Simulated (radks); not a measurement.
Question: Numerical settings for the promethium ion Pm+, [Xe] 4f5 6s1. All-electron calculation, Dirac Kohn-Sham, PBE, spin-unpolarised, spherical densities, finite nucleus; open shells are shared between the two j in proportion to 2j + 1; Fermi nuclear charge, rms radius 4.962 fm. Program: a radial shooting solver on a logarithmic mesh with Libxc functionals. The defaults (mesh step 0.008 in ln r, mesh end at 40 bohr or more with all orbitals vanishing there, Anderson mixing 0.5 over 9 steps, residual threshold near 1e-9 with the energy settled to 1e-9 hartree or 1e-11 of itself, here a cap of 96 iterations) give E = -10026.3160 hartree and 4f7/2 at -7.941 eV in 16 iterations. Run on one thread of a shared host, so times are rough (Arm Neoverse V2): 0.16 s of CPU time, 0.16 s wall, 16 iterations on 2360 mesh points. One setting is changed at a time: mesh step in ln r 0.12; mesh step in ln r 0.03; mesh step in ln r 0.08; mesh end (bohr) 12; mesh end (bohr) 1; residual threshold 0.1; residual threshold 1e-16; mixing 0.2; linear mixing, mixing 0.8; linear mixing, mixing 1; mixing history 2; iteration cap 2. Which runs fail to converge, and which converge to a wrong energy?

Answer: Not converged within the cap: mesh step in ln r 0.12; mesh step in ln r 0.08; residual threshold 1e-16; linear mixing, mixing 0.8; linear mixing, mixing 1; iteration cap 2. Settled on a wrong energy, with an occupied level pushed above zero by the early mesh end: mesh end (bohr) 1 (+317 hartree). Apart from these: no run marked as converged misses the energy by more than 1 mhartree.
